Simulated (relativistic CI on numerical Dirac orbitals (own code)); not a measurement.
**Re²⁺: 5p photoemission**

Computed with this model: Dirac-Coulomb-Breit CI, separate exchange-only KLI orbitals for each configuration, a model potential for QED, valence Slater integrals scaled by 0.9, multiplet model of photoemission in the sudden approximation; configurations [Xe] 4f14 5d5 → [Kr] 4d10 4f14 5s2 5p5 5d5; 300 K; Lorentzian 1.5 eV and Gaussian 0.6 eV FWHM. Energies are those of the free ion, without screening or charge transfer. The energies are binding energies and can lie tens of eV above those of solids. S is read from ⟨S²⟩ = S(S + 1).

Field parameters in Wybourne normalisation: D3d B²₀ = −7Dσ, B⁴₀ = −14Dq − 21Dτ, B⁴₃ = −14√(10/7) Dq; Oh B⁴₀ = 21Dq, B⁴₄ = √(5/14) B⁴₀. The field is a parameter set, without covalency.

free ion: ground-state S = 2.45, centroid 71.86 eV. Peaks (eV, height): 64.0 (100), 65.8 (91), 70.8 (35), 77.6 (21), 82.0 (39), 83.8 (30), 86.0 (32).

Oh, 10Dq = 13000 cm⁻¹: ground-state S = 2.29, centroid 71.86 eV. Peaks (eV, height): 64.2 (99), 65.8 (100), 71.0 (30), 78.0 (19), 82.0 (38), 84.2 (34).

D3d, 10Dq = 34350, Dσ = -1130, Dτ = -370 cm⁻¹: ground-state S = 0.55, centroid 72.21 eV. Peaks (eV, height): 66.4 (100), 73.2 (13), 75.8 (13), 80.6 (35), 84.8 (12).

Oh, 10Dq = 31650 cm⁻¹: ground-state S = 0.56, centroid 72.17 eV. Peaks (eV, height): 66.2 (100), 75.8 (12), 80.6 (39), 84.4 (15), 86.6 (8).

Oh, 10Dq = 43800 cm⁻¹: ground-state S = 0.53, centroid 72.20 eV. Peaks (eV, height): 66.4 (100), 69.2 (33), 73.0 (13), 80.8 (40), 86.0 (9).

Strongest unbroadened transitions for Oh, 10Dq = 43800 cm⁻¹:

```csv
Energy (eV),Relative strength
66.13,100.0
66.43,71.2
66.96,59.2
67.07,4.7
68.82,9.4
69.10,6.4
69.40,23.1
69.87,12.9
73.03,2.8
74.13,3.0
74.88,3.0
79.58,6.1
80.23,7.8
80.33,3.0
80.65,14.5
80.88,29.4
81.36,18.1
86.05,3.8
```
